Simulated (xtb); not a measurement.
BiCl₃, charge +1, quartet, geometry from GFN2-xTB of the parent state (such geometries of metal compounds can be far from the true shape) (a state made from the parent by changing its charge; the spin is typed, not shown lowest); GFN1-xTB (xtb 6.7.1).

Here is a job for xtb.
```
$ xtb mol.xyz --gfn 1 --chrg 1 --uhf 3 --json

# file mol.xyz
4

Bi    -0.26923183     0.28442521     0.37204581
Cl    -0.37420502    -2.63028886     0.22308225
Cl     0.69551260     2.34349544    -0.66197437
Cl     0.99317725    -1.10187085    -1.37756686
```

It wrote (shortened):

```
   ID    Z sym.   atoms
    1   83 Bi     1
    2   17 Cl     2-4

           -------------------------------------------------
          |                Calculation Setup                |
           -------------------------------------------------

           -------------------------------------------------
          |                 G F N 1 - x T B                 |
           -------------------------------------------------

          ...................................................
          :                      SETUP                      :
          :.................................................:
          :  # basis functions                  34          :
          :  # atomic orbitals                  31          :
          :  # shells                           11          :
          :  # electrons                        25          :
          :  # halogen bonds                     0          :
          :  max. iterations                   250          :
          :  Hamiltonian                  GFN1-xTB          :
          :  restarted?                      false          :
          :  GBSA solvation                  false          :
          :  PC potential                    false          :
          :  electronic temp.          300.0000000     K    :
          :  accuracy                    1.0000000          :
          :  -> integral cutoff          0.2500000E+02      :
          :  -> integral neglect         0.1000000E-07      :
          :  -> SCF convergence          0.1000000E-05 Eh   :
          :  -> wf. convergence          0.2000000E-04 e    :
          :  Broyden damping             0.4000000          :
          :  net charge                          1          :
          :  unpaired electrons                  3          :
          ...................................................

 iter      E             dE          RMSdq      gap      omega  full diag
   1    -14.3299786 -0.143300E+02  0.359E+00    3.03       0.0  T
   2    -14.3531592 -0.231806E-01  0.535E+00    2.54       1.0  T
   3    -14.3963400 -0.431808E-01  0.390E+00    2.66       1.0  T
   4    -14.4163723 -0.200323E-01  0.254E+00    2.68       1.0  T
   5    -14.4107200  0.565226E-02  0.176E+00    2.78       1.0  T
   6    -14.4200865 -0.936648E-02  0.427E-01    2.80       1.0  T
   7    -14.4205086 -0.422082E-03  0.250E-01    2.78       1.0  T
   8    -14.4205805 -0.719397E-04  0.210E-01    2.78       1.0  T
   9    -14.4207287 -0.148115E-03  0.771E-02    2.78       1.0  T
  10    -14.4207478 -0.191486E-04  0.315E-02    2.78       1.6  T
  11    -14.4207515 -0.369448E-05  0.669E-03    2.78       7.5  T
  12    -14.4207516 -0.903590E-07  0.455E-03    2.78      11.0  T
  13    -14.4207517 -0.804893E-07  0.546E-05    2.78     915.7  T
  14    -14.4207517 -0.116565E-10  0.352E-06    2.78   14209.2  T

   *** convergence criteria satisfied after 14 iterations ***

         :::::::::::::::::::::::::::::::::::::::::::::::::::::
         ::                     SUMMARY                     ::
         :::::::::::::::::::::::::::::::::::::::::::::::::::::
         :: total energy             -14.420914344298 Eh    ::
         :: gradient norm              0.020010792319 Eh/a0 ::
         :: HOMO-LUMO gap              2.778683275604 eV    ::
         ::.................................................::
         :: SCC energy               -14.420751678396 Eh    ::
         :: -> electrostatic           0.132255269724 Eh    ::
         :: repulsion energy           0.001939595129 Eh    ::
         :: dispersion energy         -0.002102261030 Eh    ::
         :: halogen bond corr.         0.000000000000 Eh    ::
         :: add. restraining           0.000000000000 Eh    ::
         :: total charge               1.000000000000 e     ::
         :::::::::::::::::::::::::::::::::::::::::::::::::::::

           -------------------------------------------------
          |                Property Printout                |
           -------------------------------------------------

    * Orbital Energies and Occupations

         #    Occupation            Energy/Eh            Energy/eV
      -------------------------------------------------------------
         1        2.0000           -1.1207985             -30.4985
         2        2.0000           -1.0948445             -29.7922
         3        2.0000           -1.0911589             -29.6919
         4        2.0000           -1.0726786             -29.1891
         5        2.0000           -0.6903636             -18.7857
         6        2.0000           -0.6691728             -18.2091
         7        2.0000           -0.6620085             -18.0142
         8        2.0000           -0.6567338             -17.8706
         9        1.9996           -0.6375295             -17.3481
        10        1.9605           -0.6331483             -17.2288
        11        1.8312           -0.6316314             -17.1876
        12        1.2087           -0.6288508             -17.1119
        13        1.0000           -0.5892865             -16.0353
        14        1.0000           -0.5338409             -14.5266 (HOMO)
        15                         -0.4317262             -11.7479 (LUMO)
        16                         -0.3964588             -10.7882
        17                         -0.2370885              -6.4515
        18                         -0.2349591              -6.3936
        19                         -0.2317049              -6.3050
        20                         -0.2311094              -6.2888
        21                         -0.2290551              -6.2329
        22                         -0.2271535              -6.1812
        23                         -0.2236093              -6.0847
        24                         -0.2232572              -6.0751
        25                         -0.2189442              -5.9578
       ...                                ...                  ...
        31                         -0.1608458              -4.3768
      -------------------------------------------------------------
                  HL-Gap            0.1021147 Eh            2.7787 eV
             Fermi-level           -0.5564502 Eh          -15.1418 eV

  Mulliken/CM5 charges         n(s)   n(p)   n(d)
     1Bi    0.81667  0.85625   2.010  2.173  0.000
     2Cl    0.11317  0.10684   1.997  4.884  0.006
     3Cl    0.00846 -0.00953   1.980  5.020 -0.008
     4Cl    0.06170  0.04644   1.986  4.948  0.004

Wiberg/Mayer (AO) data.
largest (>0.10) Wiberg bond orders for each atom

 ---------------------------------------------------------------------------
     #   Z sym  total        # sym  WBO       # sym  WBO       # sym  WBO
 ---------------------------------------------------------------------------
     1  83 Bi   1.720 --     3 Cl   0.778     4 Cl   0.723     2 Cl   0.219
     2  17 Cl   0.926 --     4 Cl   0.549     1 Bi   0.219     3 Cl   0.158
     3  17 Cl   0.972 --     1 Bi   0.778     2 Cl   0.158
     4  17 Cl   1.308 --     1 Bi   0.723     2 Cl   0.549
 ---------------------------------------------------------------------------

Topologies differ in total number of bonds
Writing topology from bond orders to xtbtopo.mol

 dipole moment from electron density (au)
     X       Y       Z
  -0.5661  -0.2066   0.7040  total (Debye):    2.355

           -------------------------------------------------
          | TOTAL ENERGY              -14.420914344298 Eh   |
          | GRADIENT NORM               0.020010792319 Eh/α |
          | HOMO-LUMO GAP               2.778683275604 eV   |
           -------------------------------------------------

normal termination of xtb
```
